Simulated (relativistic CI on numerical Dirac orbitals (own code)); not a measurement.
# Line list: Electric-dipole lines, Cd IX

Calculated at this level of theory: Dirac-Coulomb-Breit CI, separate exchange-only KLI orbitals for each configuration, model QED (radiative potential, 1s self-energy scaled to tabulated hydrogen-like ionisation energies), unscaled Slater integrals (own radial code, finite nucleus).

Configurations in the expansion (outside the closed core [Ar] 3d10): 4s2.4p6.4d4, 4s2.4p6.4d3.4f, 4s2.4p5.4d5, 4s2.4p6.4d3.5s, 4s2.4p6.4d3.5p, 4s.4p6.4d5, 4s2.4p6.4d2.5s.5p, 4s2.4p5.4d4.4f, 4s2.4p6.4d3.5d, 4s2.4p6.4d2.4f.5s, 4s2.4p6.4d3.6s, 4s2.4p6.4d3.6p, 4s2.4p6.4d3.5f, 4s.4p6.4d4.4f, 4s2.4p5.4d4.5s, 4s2.4p6.4d3.6d, 4s2.4p6.4d3.5g, 4s2.4p6.4d3.7s, 4s2.4p6.4d3.7p, 4s2.4p6.4d3.6f, 4s.4p6.4d4.5s, 4s.4p6.4d3.5s.5p, 4s2.4p6.4d2.5s2, 4s2.4p6.4d.4f.5s2, 4s2.4p6.4d.5s2.5p, 4s2.4p5.4d2.4f.5s2, 4p6.4d6, 4p5.4d7, 4p5.4d6.4f. Double excitations out of closed p, d and f shells are left out; levels of such configurations are missing from the list, as are those of other unlisted configurations, and high levels can miss mixing partners. These lack a partner that the ground configuration has and come out too high: 4s2.4p5.4d4.5s.

```
λ vac (Å)                     Lower                       Upper   A (s⁻¹)  log gf  S velocity/length
   202.84      4s2.4p6.4d4 5D_4 [5]  4s2.4p6.4d3.5p 5P°_3 [128]  2.63e+10    0.06               0.80
   203.40      4s2.4p6.4d4 5D_3 [4]  4s2.4p6.4d3.5p 5P°_2 [120]  1.17e+10   -0.44               0.80
   203.90      4s2.4p6.4d4 5D_1 [2]  4s2.4p6.4d3.5p 5P°_1 [105]  1.43e+10   -0.57               0.78
   206.08     4s2.4p6.4d4 3G_5 [17]  4s2.4p6.4d3.5p 3G°_5 [226]  1.09e+10   -0.12               0.81
   206.83      4s2.4p6.4d4 3H_4 [6]  4s2.4p6.4d3.5p 3F°_3 [151]  1.35e+10   -0.22               0.84
   207.24      4s2.4p6.4d4 3H_6 [9]  4s2.4p6.4d3.5p 3H°_6 [169]  1.38e+10    0.06               0.88
   207.42     4s2.4p6.4d4 3G_5 [17]  4s2.4p6.4d3.5p 3F°_4 [212]  2.54e+10    0.17               0.83
   207.48      4s2.4p6.4d4 3H_5 [8]  4s2.4p6.4d3.5p 3H°_5 [157]  1.81e+10    0.11               0.81
   207.70     4s2.4p6.4d4 1I_6 [19]  4s2.4p6.4d3.5p 1I°_6 [227]  2.24e+10    0.27               0.79
   207.82     4s2.4p6.4d4 1I_6 [19]  4s2.4p6.4d3.5p 3G°_5 [226]  2.52e+10    0.25               0.79
   208.32      4s2.4p6.4d4 3H_5 [8]     4s2.4p5.4d5 5D°_4 [150]  8.90e+09   -0.28               0.82
   208.56      4s2.4p6.4d4 5D_3 [4]   4s2.4p6.4d3.5p 5F°_3 [90]  8.91e+09   -0.39               0.98
   208.68      4s2.4p6.4d4 5D_2 [3]   4s2.4p6.4d3.5p 5D°_2 [86]  1.29e+10   -0.37               0.87
   209.07     4s2.4p6.4d4 1G_4 [22]  4s2.4p6.4d3.5p 3F°_3 [240]  2.12e+10   -0.01               0.81
   209.30      4s2.4p6.4d4 3H_6 [9]  4s2.4p6.4d3.5p 3G°_5 [149]  1.67e+10    0.08               0.80
   209.61      4s2.4p6.4d4 3H_5 [8]  4s2.4p6.4d3.5p 3G°_4 [142]  8.24e+09   -0.31               0.81
   209.63      4s2.4p6.4d4 5D_2 [3]   4s2.4p6.4d3.5p 5D°_1 [83]  2.06e+10   -0.39               0.87
   209.75      4s2.4p6.4d4 5D_3 [4]   4s2.4p6.4d3.5p 5D°_2 [86]  1.19e+10   -0.41               0.87
   209.85      4s2.4p6.4d4 5D_4 [5]      4s2.4p5.4d5 5D°_4 [89]  9.31e+09   -0.26               0.66
   210.11      4s2.4p6.4d4 5D_3 [4]   4s2.4p6.4d3.5p 5D°_4 [85]  7.86e+09   -0.33               0.78
   210.56      4s2.4p6.4d4 5D_2 [3]   4s2.4p6.4d3.5p 5D°_3 [81]  1.60e+10   -0.13               0.80
   210.62      4s2.4p6.4d4 3H_6 [9]  4s2.4p6.4d3.5p 3H°_5 [140]  1.42e+10    0.02               0.82
   210.75     4s2.4p6.4d4 1I_6 [19]  4s2.4p6.4d3.5p 1H°_5 [197]  2.29e+10    0.22               0.83
   211.26      4s2.4p6.4d4 5D_4 [5]   4s2.4p6.4d3.5p 5D°_4 [85]  1.52e+10   -0.04               0.89
   211.26      4s2.4p6.4d4 3H_4 [6]  4s2.4p6.4d3.5p 1G°_4 [125]  1.49e+10   -0.05               0.78
   211.50      4s2.4p6.4d4 5D_1 [2]   4s2.4p6.4d3.5p 3D°_2 [78]  1.40e+10   -0.33               0.79
   211.52      4s2.4p6.4d4 3H_4 [6]  4s2.4p6.4d3.5p 3G°_3 [124]  2.05e+10   -0.02               0.81
   211.60      4s2.4p6.4d4 3H_6 [9]  4s2.4p6.4d3.5p 3H°_6 [135]  8.67e+09   -0.12               0.82
   211.81     4s2.4p6.4d4 1I_6 [19]  4s2.4p6.4d3.5p 1H°_5 [185]  1.57e+10    0.06               0.77
   213.38     4s2.4p6.4d4 1F_3 [25]  4s2.4p6.4d3.5p 1D°_2 [248]  3.01e+10    0.01               0.81
   213.39      4s2.4p6.4d4 3H_6 [9]  4s2.4p6.4d3.5p 3G°_5 [126]  1.41e+10    0.03               0.80
   214.25      4s2.4p6.4d4 3H_5 [8]  4s2.4p6.4d3.5p 3G°_4 [119]  1.34e+10   -0.08               0.80
   216.50      4s2.4p6.4d4 3H_4 [6]   4s2.4p6.4d3.5p 3G°_3 [98]  9.10e+09   -0.35               0.78
   863.74  4s2.4p6.4d3.5s 3F_4 [65]  4s2.4p6.4d3.5p 3G°_5 [282]  1.98e+09    0.39               0.43
   865.94  4s2.4p6.4d3.5s 5P_3 [45]  4s2.4p6.4d3.5p 5D°_4 [159]  2.06e+09    0.32               0.44
   887.20  4s2.4p6.4d3.5s 3G_5 [49]  4s2.4p6.4d3.5p 3H°_6 [169]  1.57e+09    0.38               0.42
   896.49  4s2.4p6.4d3.5s 3H_6 [57]  4s2.4p6.4d3.5p 3I°_7 [206]  2.42e+09    0.64               0.44
   900.34  4s2.4p6.4d3.5s 3G_4 [47]  4s2.4p6.4d3.5p 3H°_5 [157]  1.38e+09    0.27               0.42
   903.51  4s2.4p6.4d3.5s 3D_3 [59]  4s2.4p6.4d3.5p 3F°_4 [212]  1.77e+09    0.29               0.40
   916.58  4s2.4p6.4d3.5s 1H_5 [62]  4s2.4p6.4d3.5p 1I°_6 [227]  1.75e+09    0.46               0.40
   918.29  4s2.4p6.4d3.5s 5F_5 [39]  4s2.4p6.4d3.5p 5G°_6 [102]  2.13e+09    0.55               0.43
   940.48  4s2.4p6.4d3.5s 3H_5 [58]  4s2.4p6.4d3.5p 3I°_6 [186]  1.69e+09    0.46               0.41
   1000.0  4s2.4p6.4d3.5s 5F_4 [38]   4s2.4p6.4d3.5p 5D°_3 [81]  1.30e+09    0.14               0.35
   1000.6  4s2.4p6.4d3.5s 5F_5 [39]   4s2.4p6.4d3.5p 5D°_4 [85]  1.14e+09    0.19               0.35
   1067.2  4s2.4p6.4d3.5s 3H_6 [57]  4s2.4p6.4d3.5p 3H°_6 [135]  1.06e+09    0.37               0.33
```

Terms are leading LS components. Brackets give the number of a level in order of energy, since labels repeat. The list gives strong lines, with weight on those to low levels, among the lowest 400 of 8505 levels, so that lines to higher ones, which can be the strongest, are missing. Levels whose partners in the same complex of configurations lie outside the list can be far off, and so can their lines. Rates are taken at the computed energies, electric ones in the length gauge. A velocity-to-length ratio far from 1 marks an uncertain rate.

At this charge configurations can still be misplaced by up to about 7 % of their energy. Terms inside the open d or f shell come out 10 to 20 % too wide with unscaled integrals.

LS names give the leading component of a level, which can be under half, so a name can repeat, a term be missing and a line seem to break the LS rules.
